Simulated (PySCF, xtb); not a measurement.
C4H5NO, SMILES Nc1occc1. One conformer was computed; it need not be the lowest.

Harmonic wavenumbers (cm⁻¹) from GFN2-xTB run with xtb at its own minimum, in rising order: 249, 281, 362, 576, 606, 663, 717, 728, 779, 838, 854, 958, 1015, 1047, 1124, 1127, 1203, 1288, 1386, 1474, 1535, 1623, 3174, 3186, 3194, 3442, 3497.

Task: What does B3LYP-D3(BJ)/def2-SVP (PySCF) give at its own minimum? (An estimate is asked for; the answer gives what the named calculation found.)

Result: 191, 284, 403, 600, 610, 672, 698, 717, 767, 878, 904, 970, 1011, 1064, 1125, 1174, 1265, 1324, 1465, 1570, 1602, 1679, 3245, 3259, 3291, 3554, 3660. Paired by order, the mean absolute difference is 47 cm⁻¹ and the zero-point energies are 52.8 and 54.3 kcal/mol.
